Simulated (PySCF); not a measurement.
Multinuclear NMR of C$_{8}$H$_{9}$ClSi

Geometry:
| atom | x (Å) | y (Å) | z (Å) |
| --- | --- | --- | --- |
| Cl1 | 4.690 | -0.338 | 0.330 |
| C2 | 2.991 | -0.056 | 0.168 |
| C3 | 2.537 | 1.205 | -0.186 |
| C4 | 1.178 | 1.421 | -0.312 |
| C5 | 0.257 | 0.401 | -0.093 |
| Si6 | -1.579 | 0.725 | -0.272 |
| C7 | -2.713 | -0.705 | -0.748 |
| C8 | -2.788 | -0.316 | 0.734 |
| C9 | 0.744 | -0.856 | 0.260 |
| C10 | 2.099 | -1.092 | 0.393 |
| H11 | 3.242 | 2.003 | -0.359 |
| H12 | 0.827 | 2.405 | -0.588 |
| H13 | -1.950 | 2.081 | -0.644 |
| H14 | -3.605 | -0.514 | -1.327 |
| H15 | -2.304 | -1.681 | -0.965 |
| H16 | -2.427 | -1.052 | 1.439 |
| H17 | -3.725 | 0.112 | 1.059 |
| H18 | 0.051 | -1.665 | 0.436 |
| H19 | 2.465 | -2.069 | 0.668 |

[PySCF 2.14: NMR shieldings at PBE0/pcSseg-1/GIAO; GFN2-xTB geometry; one averaged value for each set of equivalent atoms; relativity neglected; isolated molecule; one computed conformer]

Predict the $^{29}$Si NMR data.

## Answers


```json
{"atoms": "Si6", "environment": "silicon bonded to 3 C, H, in a 3-membered ring", "σ (ppm)": "473.6", "δ (ppm)": "-109.3"}
```

Shieldings were converted by a linear fit to measured shifts: $^{29}$Si (scatter 8.9 ppm rms, 25.8 ppm with the 6 outliers that the fit left out vs TMS, solution or neat liquid). A few per cent of atoms miss by over 2 rms, more outside the fitted compound classes.

On a 300 MHz spectrometer $^{29}$Si resonates near 59.6 MHz, so 1 ppm is 59.6 Hz.
